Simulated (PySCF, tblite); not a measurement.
Compound: C3H15BN2Si2.
SMILES: `BN([SiH2]C)[SiH2]N(C)C`

Jobs on this species (23 atoms, 80 electrons) with PySCF (density fitting) and tblite. Hardware of each: Arm Neoverse V1, one thread, no GPU, shared host. Other jobs ran on the host; a repeat could differ by tens of per cent or more.

Question: Rank these jobs by wall time, shortest first.
A. GFN2-xTB; L-BFGS relaxation
B. GFN2-xTB; Hessian by finite differences
C. PBE0/pcSseg-1; shieldings, charges and field gradients; 225 basis functions

Answer: B (1.2 s), A (2.0 s), C (56 s).

All jobs:

| level and settings | work | basis functions | SCF cycles | wall time |
| --- | --- | --- | --- | --- |
| GFN2-xTB | Hessian by finite differences | – | – | 1.2 s |
| GFN2-xTB | L-BFGS relaxation | – | – | 2.0 s |
| PBE0/pcSseg-1 | shieldings, charges and field gradients | 225 | 14 | 56 s |

Q: What do all jobs in the table cost together?

A: About 59 s; the longest takes about 95 % of that, and about 47 times as long as the shortest.

***

Species: C₄H₁₁NOSi.
SMILES: `C=N[SiH2][C@H](C)CO`

Jobs on this species (18 atoms, 64 electrons) with PySCF (density fitting) and tblite. Hardware of each: an Arm Neoverse N1 with one thread (shared host). The host was shared with other jobs, so the times are rough.

```tsv
level and settings	work	basis functions	SCF cycles	wall time
CAM-B3LYP/def2-SVPD	8 singlets by full TDDFT, 3 Tamm–Dancoff triplets, polarisability, density and orbital grids written	235	?	?
GFN2-xTB	L-BFGS relaxation	–	–	1.4 s
PBE0/pcSseg-1	shieldings, charges and field gradients	181	14	53 s
GFN2-xTB	Hessian by finite differences	–	–	1.0 s
```

Question: Fill in the missing figures.

Answer: 
- CAM-B3LYP/def2-SVPD; 8 singlets by full TDDFT, 3 Tamm–Dancoff triplets, polarisability, density and orbital grids written: 2.0 min, 13 SCF cycles

Question: What do all jobs in the table cost together?

Answer: About 2.9 min; the longest takes about 68 % of that, and about 120 times as long as the shortest.
